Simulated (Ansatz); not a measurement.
Born–Oppenheimer molecular dynamics of ClF$_{2}$H$_{3}$Si (7 atoms, charge 0, multiplicity 1). It starts at the highest image of a converged band, a first-order saddle point between two minima.

All numbers below come from Ansatz, RKS PBE/def2-SVPD.

```json
{"ensemble": "NVE (velocity Verlet)", "time step": "0.5 fs", "steps asked": "200", "starting velocities drawn for": "100 K", "seed": "5378"}
```

Frames 0.5 fs apart, positions in Å, forces in eV/Å.

Velocities at 30 fs (Å/ps):

```
Si -2.07 7.82 1.60
H 23.97 -34.72 -15.99
F 4.85 4.04 5.75
F -0.34 -1.94 0.15
H 0.01 -10.53 7.39
H 32.21 -55.81 -12.97
Cl -2.38 -4.45 -3.82
```

```xyz
7
Properties=species:S:1:pos:R:3:forces:R:3 time_fs=30 energy_less_start_eV=-0.524 T=911
Si -0.413 -0.031 -0.196 -0.08 1.19 0.19
H 1.567 -1.064 -0.313 0.04 -0.34 -0.22
F -0.382 -1.369 -1.206 0.50 0.29 0.54
F -1.364 -0.597 0.991 -0.15 -0.19 0.14
H -0.874 0.928 -1.216 -0.21 0.16 -0.07
H 1.571 -0.560 0.267 0.23 0.22 0.32
Cl 0.593 1.578 1.088 -0.33 -1.34 -0.90
7
Properties=species:S:1:pos:R:3:forces:R:3 time_fs=30.5 energy_less_start_eV=-0.540 T=935
Si -0.414 -0.027 -0.196 -0.05 1.05 0.30
H 1.579 -1.081 -0.321 0.04 -0.41 -0.31
F -0.379 -1.367 -1.204 0.51 0.31 0.54
F -1.364 -0.598 0.992 -0.15 -0.17 0.13
H -0.874 0.923 -1.213 -0.26 0.27 -0.18
H 1.588 -0.587 0.261 0.23 0.31 0.42
Cl 0.591 1.575 1.086 -0.31 -1.36 -0.91
7
Properties=species:S:1:pos:R:3:forces:R:3 time_fs=31 energy_less_start_eV=-0.555 T=960
Si -0.415 -0.023 -0.195 -0.03 0.91 0.40
H 1.591 -1.100 -0.330 0.04 -0.42 -0.34
F -0.377 -1.364 -1.200 0.51 0.32 0.54
F -1.364 -0.599 0.992 -0.14 -0.15 0.12
H -0.875 0.919 -1.210 -0.31 0.37 -0.27
H 1.605 -0.614 0.256 0.23 0.34 0.46
Cl 0.590 1.573 1.084 -0.29 -1.37 -0.92
7
Properties=species:S:1:pos:R:3:forces:R:3 time_fs=31.5 energy_less_start_eV=-0.572 T=986
Si -0.416 -0.019 -0.194 -0.02 0.78 0.49
H 1.603 -1.120 -0.340 0.04 -0.37 -0.31
F -0.374 -1.362 -1.197 0.52 0.34 0.54
F -1.365 -0.600 0.992 -0.14 -0.13 0.11
H -0.877 0.915 -1.207 -0.36 0.45 -0.35
H 1.622 -0.640 0.252 0.23 0.31 0.44
Cl 0.589 1.571 1.082 -0.28 -1.38 -0.92
7
Properties=species:S:1:pos:R:3:forces:R:3 time_fs=32 energy_less_start_eV=-0.591 T=1014
Si -0.418 -0.015 -0.193 -0.01 0.67 0.55
H 1.615 -1.141 -0.351 0.04 -0.27 -0.20
F -0.372 -1.360 -1.194 0.53 0.35 0.54
F -1.365 -0.601 0.992 -0.13 -0.11 0.10
H -0.879 0.913 -1.206 -0.39 0.52 -0.41
H 1.640 -0.666 0.249 0.22 0.23 0.34
Cl 0.588 1.568 1.080 -0.26 -1.39 -0.92
7
Properties=species:S:1:pos:R:3:forces:R:3 time_fs=32.5 energy_less_start_eV=-0.610 T=1044
Si -0.419 -0.010 -0.192 -0.02 0.58 0.59
H 1.628 -1.162 -0.362 0.05 -0.14 -0.05
F -0.369 -1.358 -1.191 0.53 0.37 0.54
F -1.365 -0.603 0.992 -0.12 -0.09 0.09
H -0.883 0.911 -1.205 -0.41 0.55 -0.44
H 1.659 -0.691 0.247 0.21 0.12 0.19
Cl 0.586 1.565 1.078 -0.24 -1.39 -0.92
7
Properties=species:S:1:pos:R:3:forces:R:3 time_fs=33 energy_less_start_eV=-0.629 T=1074
Si -0.420 -0.006 -0.191 -0.05 0.51 0.60
H 1.640 -1.183 -0.373 0.06 0.00 0.13
F -0.366 -1.356 -1.188 0.54 0.39 0.54
F -1.365 -0.604 0.992 -0.12 -0.07 0.08
H -0.887 0.911 -1.205 -0.42 0.56 -0.45
H 1.678 -0.715 0.245 0.20 -0.01 0.03
Cl 0.585 1.563 1.075 -0.21 -1.39 -0.92
7
Properties=species:S:1:pos:R:3:forces:R:3 time_fs=33.5 energy_less_start_eV=-0.649 T=1105
Si -0.421 -0.002 -0.190 -0.09 0.47 0.58
H 1.653 -1.205 -0.384 0.07 0.13 0.30
F -0.363 -1.353 -1.185 0.55 0.41 0.54
F -1.366 -0.605 0.992 -0.11 -0.05 0.07
H -0.892 0.913 -1.206 -0.42 0.55 -0.43
H 1.698 -0.740 0.244 0.18 -0.13 -0.14
Cl 0.584 1.560 1.073 -0.19 -1.38 -0.92
7
Properties=species:S:1:pos:R:3:forces:R:3 time_fs=34 energy_less_start_eV=-0.670 T=1137
Si -0.422 0.003 -0.189 -0.15 0.46 0.53
H 1.666 -1.226 -0.394 0.09 0.23 0.44
F -0.360 -1.351 -1.181 0.56 0.44 0.54
F -1.366 -0.606 0.993 -0.10 -0.03 0.06
H -0.899 0.916 -1.209 -0.40 0.50 -0.38
H 1.718 -0.764 0.242 0.17 -0.22 -0.27
Cl 0.582 1.557 1.071 -0.17 -1.37 -0.91
7
Properties=species:S:1:pos:R:3:forces:R:3 time_fs=34.5 energy_less_start_eV=-0.692 T=1171
Si -0.423 0.007 -0.188 -0.23 0.46 0.45
H 1.679 -1.247 -0.403 0.10 0.29 0.53
F -0.357 -1.349 -1.178 0.57 0.46 0.54
F -1.366 -0.607 0.993 -0.10 -0.01 0.05
H -0.906 0.920 -1.212 -0.36 0.44 -0.31
H 1.738 -0.790 0.239 0.15 -0.28 -0.36
Cl 0.581 1.554 1.068 -0.14 -1.36 -0.90
7
Properties=species:S:1:pos:R:3:forces:R:3 time_fs=35 energy_less_start_eV=-0.715 T=1207
Si -0.424 0.011 -0.186 -0.32 0.48 0.35
H 1.692 -1.267 -0.411 0.11 0.32 0.56
F -0.354 -1.346 -1.174 0.59 0.49 0.55
F -1.367 -0.608 0.993 -0.09 0.01 0.04
H -0.914 0.925 -1.216 -0.32 0.35 -0.21
H 1.759 -0.816 0.236 0.14 -0.30 -0.40
Cl 0.580 1.551 1.066 -0.12 -1.35 -0.89
7
Properties=species:S:1:pos:R:3:forces:R:3 time_fs=35.5 energy_less_start_eV=-0.740 T=1245
Si -0.425 0.016 -0.185 -0.42 0.51 0.24
H 1.706 -1.287 -0.417 0.12 0.30 0.54
F -0.351 -1.344 -1.171 0.60 0.52 0.55
F -1.367 -0.609 0.993 -0.08 0.03 0.03
H -0.923 0.930 -1.221 -0.27 0.26 -0.11
H 1.780 -0.843 0.231 0.14 -0.28 -0.37
Cl 0.578 1.548 1.063 -0.09 -1.33 -0.88
```

Of the whole run (100 fs, mean temperature of the second half 2117 K): The conserved energy stayed within 0.042 meV per atom of its start (net change 0.016 meV per atom), so the integration is sound. The kinetic energy rose, since the run started high on the potential surface and went downhill. It ends in pieces (ClF2HSi + H2), so much of that is their flight and rotation, not heat. A run of 0.1 ps of so small a system gives no equilibrium averages. The orbitals stay closed-shell, which can raise the energy where a bond breaks towards radicals; this wasn't checked here.

Run time: 5.2 min on 2 threads of Intel(R) Xeon(R) Platinum 8488C (Sapphire Rapids), on a shared host, peak memory 0.17 GiB.
